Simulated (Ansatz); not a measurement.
Stepwise reaction of `NB(N)N` with water, as a gas-phase model of exchange steps in deposition or etching. ΔE in kJ/mol.

Gas-phase electronic energies from Ansatz, PBE0-D4/def2-TZVP geometries. CBS: MP2 limit from def2 TZ/QZ plus the TZ coupled-cluster correction, frozen cores. This one scheme is used for every species. DFT in def2-TZVPP. B3LYP here is the variant with VWN-RPA as its local correlation; programs differ in this. One conformer a species, not always the lowest.

```tsv
step	reaction	PBE-D4	B3LYP-D4	ωB97M-V	CCSD(T)/CBS
1	`NB(N)N` + H₂O → `NB(N)O` + NH₃	-33.6	-35.3	-35.3	-32.2
2	`NB(N)O` + H₂O → `NB(O)O` + NH₃	-36.3	-37.9	-38.1	-35.0
3	`NB(O)O` + H₂O → `OB(O)O` + NH₃	-35.5	-37.3	-37.7	-34.8
```

(1) By hand: ΔE of the 3 steps together at CCSD(T)/CBS.

Results:

(1) (-32.2) + (-35.0) + (-34.8) = -102.0 kJ/mol, or -34.0 kJ/mol a step.

In ΔE the steps differ by no more than 2.8 kJ/mol. All are downhill at CCSD(T)/CBS. PBE-D4 differs from CCSD(T)/CBS by -1.4 to -0.7 kJ/mol a step. Isolated molecules leave out the surface, adducts and barriers. Largest T1 diagnostic: 0.012.
